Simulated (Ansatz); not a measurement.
**A rate constant, worked out**

An elementary step of C₂H₅Br, singlet (C₂H₅Br (CCBr) → C₂H₄ (C=C) + HBr; Br–C, C–H broken or loosened, Br–H formed or tightened). The start structure is the reactant molecule, and the electronic barrier above it is 2.628 eV by CCSD(T) at an estimated basis limit (MP2 extrapolated from triple and quadruple zeta, plus CCSD(T) − MP2 in triple zeta). Ansatz 0.2.0; basis: def2-TZVPP and def2-QZVPP; cores frozen in the correlated methods. Filled d shells of the heavier atoms are correlated. The def2 sets are not built for correlating such inner shells, so the correlated values are less sure here. Extrapolation: Hartree–Fock as exp(−7.88 √X), correlation as X^−2.97. Harmonic wavenumbers at PBE0-D4/def2-TZVP (Ansatz 0.2.0), in cm⁻¹:

Start: 260, 288, 589, 772, 984, 1037, 1092, 1265, 1277, 1406, 1476, 1480, 1490, 3050, 3109, 3127, 3142, 3177.

Saddle: 1446i, 230, 279, 359, 759, 825, 965, 1042, 1190, 1237, 1281, 1368, 1462, 1592, 3156, 3191, 3252, 3295.

Problem. Work out the transition-state-theory rate constant at 400 K from these numbers alone (harmonic vibrations; rotation, path degeneracy and anharmonicity left out), and the Wigner tunnelling factor. Use 1 cm⁻¹ = 1.2398 × 10⁻⁴ eV and k_B = 8.617 × 10⁻⁵ eV/K.

Solution. Zero-point energies, half the sums: start 29021/2 cm⁻¹ = 1.7991 eV; saddle, real modes only, 25483/2 cm⁻¹ = 1.5797 eV.
Barrier with zero-point energy: 2.628 + 1.5797 − 1.7991 = 2.4086 eV.
k_BT = 0.03447 eV, so the barrier is 69.88 k_BT.
Vibrational partition functions from the zero-point level, ln q = −Σ ln(1 − exp(−hν/k_BT)): start 1.245, saddle 1.580.
k = (k_BT/h) exp(ln q‡ − ln q) exp(−E0/k_BT), with log₁₀(k_BT/h in s⁻¹) = 12.92: log₁₀ k = 12.92 + (0.335 − 69.88)/2.3026 = -17.28, so k ≈ 5 × 10^(-18) s⁻¹.
Wigner factor: 1 + (hν‡/k_BT)²/24 = 1 + (5.20)²/24 = 2.13, too large for this simple formula to be trusted. A change of 1 kcal/mol (0.043 eV) in the barrier would change k by a factor of 3.5 at this temperature.

T1 diagnostic: at most 0.022.

For scale, one of the runs: CCSD(T)/def2-TZVPP, 180 basis functions, launched by `ansatz run in.yaml --threads 4 --pin off --events-out ev --progress --plain --max-ram 9574MiB`. The run took 34 s on 4 CPU threads of an Intel Xeon Platinum 8259CL (shared host), with 1.8 GiB of host memory at its peak.
